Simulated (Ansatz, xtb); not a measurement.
Molecule: sum formula WO$_{2}$F (charge +1, singlet). 
Geometry from a B3LYP-D3(BJ)/def2-TZVP (Ansatz, a program for electronic structure) optimisation:
```
W
O 1 1.6790
O 1 1.6790 2 103.86
F 1 1.8189 2 105.96 3 111.42
```
Charge +1, spin multiplicity 1.

Harmonic wavenumbers from GFN2-xTB (xtb, at its own minimum), cm⁻¹: 157, 198, 219, 426, 661, 690.

Give the harmonic wavenumbers at B3LYP-D3(BJ)/def2-TZVP (Ansatz, finite differences of forces, unscaled).

248, 267, 390, 760, 1039, 1090 cm⁻¹. Zero-point energy 5.4 kcal/mol.

From these and the geometry, give the ideal-gas thermochemistry at 298.15 K and 1 atm (rigid rotor, harmonic oscillator).

Point group Cs, rotational symmetry number 1. Rotational constants 6.797, 5.508, 3.911 GHz. S(trans) 42.26, S(rot) 25.20, S(vib) 4.75, S(elec, spin only) 0.00, S 72.2 cal/(mol K). H(298) - H(0) 3.26 kcal/mol; G - E(el) -12.8 kcal/mol.
